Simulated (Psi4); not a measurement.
A dimer, H6B3N3 ··· H3O+ (SMILES B1NBNBN1 and [OH3+]) (charge +1), singlet; the first 12 atoms form monomer A.

```
16

B      1.3855     0.4215     0.0223
N      1.0269    -0.9603     0.0055
B     -0.3276    -1.4106    -0.0167
N     -1.3450    -0.4091    -0.0216
B     -1.0579     0.9892    -0.0056
N      0.3180     1.3694     0.0161
H      2.5262     0.7684     0.0406
H      1.7623    -1.6479     0.0094
H     -0.5972    -2.5721    -0.0304
H     -2.3081    -0.7022    -0.0371
H     -1.9288     1.8036    -0.0102
H      0.5458     2.3500     0.0277
O     -1.8042    -0.5000    -3.9411
H     -1.8118    -0.5225    -2.9603
H     -1.2589    -1.2097    -4.3430
H     -1.6179     0.3903    -4.3091
```

Problem. What interaction energy does SAPT0/jun-cc-pVDZ, frozen core (Psi4 1.11) give, and which attractive term is the largest?

Solution. Total -28.23 kJ/mol: electrostatics -11.22, exchange 1.55, induction -16.70, dispersion -1.86. The most attractive term is induction.
